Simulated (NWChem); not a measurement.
System: C$_{2}$H$_{4}$ClNSi; SMILES N#CC[SiH2]Cl

```xyz
9

N     -1.0708    -2.6226    -0.3090
C     -0.2290    -1.9398     0.0985
C      0.8187    -1.0621     0.5788
Si     0.8758     0.6159    -0.3064
Cl    -0.8443     1.6665     0.1224
H      0.6913    -0.8846     1.6597
H      1.8003    -1.5489     0.4427
H      2.0485     1.3644     0.2220
H      0.9779     0.4156    -1.7751
```
Atoms are numbered in this order, from 1.

All runs: NWChem. Pople sets run with spherical d functions. STO-3G and 3-21G are far too small for this property and stand as cheap habits. Geometry: optimised at PBE0/def2-SVP. GIAO values for the isolated, static molecule; σ is the absolute isotropic shielding, δ = σ(reference) − σ with the isolated reference molecule computed at the same levels (13C: tetramethylsilane, 1H: tetramethylsilane, 29Si: tetramethylsilane).

```
level                δ C2 (ppm)  δ Si4 (ppm)  σ Cl5 (ppm)  δ H6 (ppm)  δ H7 (ppm)  δ H8 (ppm)  δ H9 (ppm)  relative time
-------------------  ----------  -----------  -----------  ----------  ----------  ----------  ----------  -------------
BHandHLYP/pcSseg-1        122.5         -9.2        998.5        1.79        1.45        4.77        4.96             10
Hartree-Fock/STO-3G       106.0        -19.0       1240.0        1.54        1.26        2.86        3.02              1
KT2/pcSseg-1              106.9         -6.6        974.8        1.97        1.67        5.16        5.33             10
B3LYP/6-31G*              101.3         14.7        999.2        1.52        1.22        5.02        5.25              9
```

Relative times are rough (shared machine, one core).
